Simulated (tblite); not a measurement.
Species: C₆H₉O (doublet state).
Z-matrix (Å and degrees, GFN2-xTB geometry), rows numbered from 1:
```
C 
C   1  1.5293
C   2  1.4878  1  110.96
C   3  1.3164  2  132.27  1  -107.17
C   4  1.4832  3  113.84  2  -179.98
C   5  1.5528  4   99.11  3    -3.34
O   3  1.3931  2  116.77  1    70.19
H   1  1.0870  2  109.94  3   -58.52
H   1  1.0874  2  110.35  3  -178.54
H   1  1.0877  2  110.26  3    61.24
H   2  1.0922  1  109.31  3   119.82
H   2  1.0906  1  110.27  3  -120.41
H   5  1.0918  4  112.16  3   115.24
H   5  1.0908  4  112.56  3  -121.94
H   6  1.0943  5  111.44  4  -115.48
H   6  1.0934  5  112.35  4   121.79
```

All values are computed: GFN2-xTB (tblite) harmonic vibrations without scaling, gas phase. The method is semi-empirical: single wavenumbers can be off by several per cent or more. One conformer, not necessarily the lowest. Open shells enter through the occupations alone, without spin polarisation, and single modes of such species can be off by tens of per cent.

Harmonic wavenumbers (cm⁻¹): 47.1, 105.1, 128.5, 199.2, 223.9, 321.3, 493.5, 608.0, 681.6, 808.2, 819.0, 902.1, 956.0, 987.7, 1023.2, 1028.0, 1039.7, 1085.2, 1120.9, 1134.8, 1179.2, 1193.5, 1241.3, 1243.0, 1302.2, 1319.9, 1403.4, 1456.9, 1461.5, 1481.4, 1495.2, 1502.0, 1732.7, 2924.0, 2950.0, 2955.3, 2976.1, 2980.3, 2998.0, 3036.3, 3038.3, 3048.3.

A = 6386, B = 1834, C = 1605 MHz; mass 97.065 u (most abundant isotopes); point group C1, symmetry number 1; spin multiplicity 2.

Task: Zero-point energy?

Result: ½Σν̃ = 29316 cm⁻¹ = 350.70 kJ/mol.

Task: What is S at 298.15 K and 1 bar for an ideal gas of classical rigid rotors and harmonic oscillators?

Result: Translation 165.92, rotation 113.96, vibration 81.74, spin (R ln 2) 5.76: S = 367.4 J/(mol K).

Task: And Cp and H(298.15 K) − H(0)?

Result: Cp = 118.20 J/(mol K), of which vibrations give 84.94 (their classical limit is 42 R = 349.2); H(298.15 K) − H(0) = 22.54 kJ/mol without the zero-point energy, 12.62 from vibrations.

Task: Which modes carry the vibrational entropy at 298.15 K?

Result: 47.1 cm⁻¹: 20.65; 105.1 cm⁻¹: 14.05; 128.5 cm⁻¹: 12.42; 199.2 cm⁻¹: 8.96; 223.9 cm⁻¹: 8.06; 321.3 cm⁻¹: 5.45 J/(mol K); the other 36 give 12.14 together.

Task: What must be added to the electronic energy to get the Gibbs energy at 298.15 K and 1 bar?

Result: ZPE + [H(298.15 K) − H(0)] − T·S = 350.70 + 22.54 − 109.53 = 263.71 kJ/mol.

Hindered rotation and anharmonicity are outside this model. Other conformers, if any are populated, would add a mixing term that is left out. The structure is chiral; the term R ln 2 for an equal mix with its mirror image is left out.
